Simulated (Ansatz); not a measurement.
**Reading a saddle point**

A first-order saddle point of SiNH$_{3}$Cl$_{2}$, singlet, PBE0-D4/def2-TZVP, with one imaginary mode of 1547i cm⁻¹:

```json
{"atom": "Si1", "x (Å)": "-0.4756", "y (Å)": "-0.8573", "z (Å)": "-0.0249"}
{"atom": "Cl2", "x (Å)": "1.0670", "y (Å)": "-2.1348", "z (Å)": "-0.5690"}
{"atom": "Cl3", "x (Å)": "-1.4685", "y (Å)": "-0.3458", "z (Å)": "-1.7712"}
{"atom": "H4", "x (Å)": "-0.7301", "y (Å)": "0.1889", "z (Å)": "1.1871"}
{"atom": "N5", "x (Å)": "0.2772", "y (Å)": "0.7740", "z (Å)": "0.3989"}
{"atom": "H6", "x (Å)": "1.1169", "y (Å)": "0.7732", "z (Å)": "0.9673"}
{"atom": "H7", "x (Å)": "0.2130", "y (Å)": "1.6016", "z (Å)": "-0.1882"}
```

Computed with Ansatz 0.2.0 (basis: def2-TZVPP and def2-QZVPP); correlated methods freeze the cores. Extrapolation: Hartree–Fock as exp(−7.88 √X), correlation as X^−2.97.

(1) Which contacts change along the imaginary mode, and what lies on either side? (Judge from chemistry; the calculation decides.)

(2) Which side is lower, and how far does the saddle lie above each? (Judge from chemistry; the value comes from the calculation.)

The T1 diagnostic stays at or below 0.013. The restricted Hartree–Fock reference is unstable towards an unrestricted one at one or more of these structures.

Results:

(1) Computed: The step is SiCl₂ + NH₃ → SiNH₃Cl₂ ([NH2][SiH]([Cl])[Cl]), with the molecules in contact on both sides. Shortening one way: Si1–H4, Si1–N5; lengthening the same way: H4–N5.
```
  pair  one side (Å)  saddle (Å)  other side (Å)
Si1–H4          2.58        1.62            1.47
Si1–N5          2.04        1.85            1.69
 H4–N5          1.02        1.41            2.60
```

(2) By the calculation: The side with Si1–H4, Si1–N5 short is lower by 27.98 kcal/mol; the saddle lies 73.55 kcal/mol above it and 45.57 kcal/mol above the other (CCSD(T) at an estimated basis limit (MP2 extrapolated from triple and quadruple zeta, plus CCSD(T) − MP2 in triple zeta); electronic energies).

Losses and insertions of silylenes and their heavier kin drive the gas-phase chemistry of silicon and germanium vapour deposition.

Labels in which every atom is bracketed show which atoms are joined, not bond orders.

For scale, one of the runs: CCSD(T)/def2-TZVPP, 199 basis functions, launched by `ansatz run in.yaml --threads 4 --pin off --events-out ev --progress --plain --max-ram 9574MiB`. Time: 43 s of wall clock on 4 CPU threads of an Arm Neoverse V1; the host was shared. Peak host memory: 2.2 GiB.
